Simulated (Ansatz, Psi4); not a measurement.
## BHOF2 (difluorohydroxyborane): from total energies to a heat of formation

BHOF2 has 5 atoms, charge 0, and is taken as a singlet. As SMILES, `OB(F)F`. Geometry: relaxed at PBE0-D4/def2-TZVP.

Total energies at CCSD/def2-SVPD, 4 core orbitals frozen (Psi4 1.11); the atoms run unrestricted:

```tsv
species	state	energy (Eh)
BHOF2	singlet	-299.645442
O	triplet	-74.848064
B	doublet	-24.560573
F	doublet	-99.447640
H	doublet	-0.499278
```

Harmonic wavenumbers at PBE0-D4/def2-TZVP, in cm⁻¹: 443, 478, 542, 687, 893, 1005, 1451, 1509, 3902.

Measured heats of formation of the gaseous atoms at 298.15 K, in kJ/mol: O 249.2, B 570.3, F 79.4, H 218.0. Spin-orbit lowering of the atoms at 298 K (mean of the ground term's levels less their thermal mean, from spectra), in kJ/mol: O 0.40, B 0.00, F 1.29. Take 1 Eh = 2625.50 kJ/mol, 1 cm⁻¹ = 0.0119627 kJ/mol, RT = 2.479 kJ/mol.

Problem. Work out the heat of formation of the gas at 298 K.

Solution. 
1. Electronic atomisation energy: (-74.848064) + (-24.560573) + 2 × (-99.447640) + (-0.499278) − (-299.645442) = 0.842247 Eh = 2211.3 kJ/mol.
2. Zero-point energy: half the sum of the wavenumbers, 5455 cm⁻¹ = 65.3 kJ/mol.
3. Thermal vibrational enthalpy, Σ hcν̃/(exp(hcν̃/kT) − 1): 2.4 kJ/mol. Translation, rotation and pV of a non-linear molecule: 4 RT = 9.9 kJ/mol.
4. The 5 free atoms carry 5/2 RT each: 31.0 kJ/mol.
5. Spin-orbit coupling lowers the free atoms by 0.40 + 0.00 + 2 × 1.29 = 3.0 kJ/mol.
6. Atomisation enthalpy at 298 K: 2211.3 − 3.0 − 65.3 − 2.4 − 9.9 + 31.0 = 2161.7 kJ/mol.
7. Sum of the atoms' heats of formation: 1196.3 kJ/mol. Heat of formation: 1196.3 − 2161.7 = -965.4 kJ/mol.

The tabulated value is -1083.7 kJ/mol (NIST-JANAF tables; in doubt: it rests on an older heat of the boron atom), so this level is off by +118.3 kJ/mol, or 5.2 % of the atomisation enthalpy that the table implies (2279.9 kJ/mol). Coupled cluster needs large bases for atomisation: in a finite one the molecule is underbound. CCSD also lacks the triples, which bind further. A double-zeta basis underbinds. Anharmonicity and any spin-orbit splitting of the molecule are left out, and so is core correlation.
